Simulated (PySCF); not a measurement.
Isomers of C5H13FSSi, one GFN2-xTB conformer each. Single-point energies are computed at PBE0/pcSseg-1 (PySCF, gas phase, no added dispersion term), electronic only.

Question: Rank them by PBE0/pcSseg-1 energy, lowest first (kcal/mol).
A. `[CH3:1][Si@H:2]([F:3])[C:4]([CH3:5])([CH3:6])[CH2:7][SH:8]` with C1–Si2–C4–C5 -64°, Si2–C4–C7–S8 179°, C4–C7–S8–H 76°
B. `[CH3:1][CH2:2][S:3][Si@H:4]([F:5])[CH:6]([CH3:7])[CH3:8]` with C1–C2–S3–Si4 81°, C2–S3–Si4–F5 -6°, S3–Si4–C6–C7 -179°

Answer: B (0.0), A (12.1).

As drawn, the higher has an S–H bond, which the lower lacks. GFN2-xTB itself gives, in the same order: 0.0, 16.9. Both levels put the same isomer lowest.

Question: Which frontier levels, dipoles and rotational constants go with these structures?

Answer: 
```tsv
SMILES	HOMO (eV, PBE0/pcSseg-1)	LUMO (eV)	dipole (D)	A, B, C (MHz)
CCS[Si@H](F)C(C)C	-6.87	-0.21	0.78	2203, 849.2, 736.9
C[Si@H](F)C(C)(C)CS	-6.85	0.56	2.11	2464, 779.3, 703.5
```
